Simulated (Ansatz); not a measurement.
`C[SiH2][SiH2][AlH2]` + `CB[SiH3]` → `CB[SiH2][SiH2][AlH2]` + `C[SiH3]`  (formal exchange of groups at the Si–Si bond)

Computed with Ansatz on PBE0-D4/def2-TZVP structures; ΔE is electronic, products minus reactants. CCSD(T)/CBS adds triple-zeta CCSD(T) − MP2 to the extrapolated MP2 energy (def2 sets, frozen cores). This one scheme is used for every species. Functionals use def2-TZVPP. B3LYP here is the variant with VWN-RPA as its local correlation; programs differ in this. Each species was taken in one conformer, which may not be the lowest.

```tsv
level	ΔE (kJ/mol)	difference from CCSD(T)/CBS
PBE-D4	-17.0	-2.4
r2SCAN-D4	-16.6	-2.0
PBE0-D4	-16.1	-1.5
B3LYP-D4	-12.1	2.5
ωB97X-V	-12.5	2.1
ωB97M-V	-16.2	-1.6
B2PLYP	-7.8	6.8
PBE	-11.3	3.3
r2SCAN	-15.2	-0.6
PBE0	-11.2	3.4
B3LYP	-2.7	11.9
HF/def2-TZVPP	5.7	20.3
MP2/def2-TZVPP	-15.5	-0.9
SCS-MP2/def2-TZVPP	-10.6	4.0
CCSD/def2-TZVPP	-9.9	4.7
CCSD(T)/def2-TZVPP	-13.5	1.1
HF/def2-QZVPP	5.6	20.2
MP2/def2-QZVPP	-16.2	-1.6
SCS-MP2/def2-QZVPP	-11.1	3.5
HF/CBS(def2)	5.6	20.2
MP2/CBS(def2)	-16.6	-2.0
CCSD/CBS(def2)	-11.0	3.6
CCSD(T)/CBS	-14.6	0
```

Largest T1 diagnostic among the species: 0.014.

The D4 term adds −9.3 kJ/mol with B3LYP and −4.9 kJ/mol with PBE0; it sums over pairs of atoms, weighted by their polarisabilities, and B3LYP, whose exchange is more repulsive, gets the larger term. In def2-TZVPP, CCSD(T) changes the Hartree–Fock value by −19.2 kJ/mol (the triples alone add −3.6 kJ/mol) and MP2 by −21.2 kJ/mol.
